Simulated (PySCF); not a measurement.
# Nonlinear optical response: `CN(C)/C=C/C=[N+](C)C`, [C7H15N2]+, charge +1

Geometry (Å), atoms numbered from 1 in this order:
```xyz
24

C     3.731    0.991   -0.366
N     2.537    0.173   -0.251
C     2.706   -1.269   -0.287
C     1.342    0.713   -0.123
C     0.132    0.029   -0.008
C    -1.043    0.769    0.120
N    -2.263    0.286    0.239
C    -2.503   -1.147    0.246
C    -3.416    1.159    0.366
H     3.466    2.053   -0.310
H     4.233    0.800   -1.328
H     4.433    0.757    0.449
H     3.769   -1.507   -0.404
H     2.347   -1.726    0.648
H     2.155   -1.705   -1.135
H     1.329    1.808   -0.108
H     0.106   -1.060   -0.018
H    -0.976    1.862    0.126
H    -2.164   -1.603   -0.697
H    -3.576   -1.334    0.357
H    -1.976   -1.625    1.087
H    -3.938    0.966    1.316
H    -3.097    2.208    0.344
H    -4.119    0.984   -0.463
```

Total charge +1.

Theory: quadratic response CAM-B3LYP/def2-SVPD first hyperpolarisability, Taylor convention, gas phase (PySCF). Geometry: PBE0-D3(BJ)/def2-SVP.

Question: What is the first hyperpolarisability, and how does it disperse?

Answer: In au, Taylor convention; the vector part is βᵢ = ⅓ Σⱼ (βᵢⱼⱼ + βⱼᵢⱼ + βⱼⱼᵢ):
```tsv
process	λ (nm)	β vector norm	β HRS	depolarisation ratio
static β(0;0,0)	∞	276.9	169.2	2.41
second harmonic β(−2ω;ω,ω)	1907	299.9	182.8	2.46
Pockels β(−ω;ω,0)	1907	284.2	–	–
second harmonic β(−2ω;ω,ω)	1064	365.9	222.0	2.55
Pockels β(−ω;ω,0)	1064	301.6	–	–
```

Question: Which lowest excitations and polarisabilities go with it?

Answer: S1 4.73 eV (f = 0.947); S2 6.55 eV (f = 0.035); S3 6.88 eV (f = 0.020); isotropic α 116.0 au static, 116.7 au at 1907 nm, 118.5 au at 1064 nm, 119.1 au at 953.5 nm, 128.0 au at 532 nm.
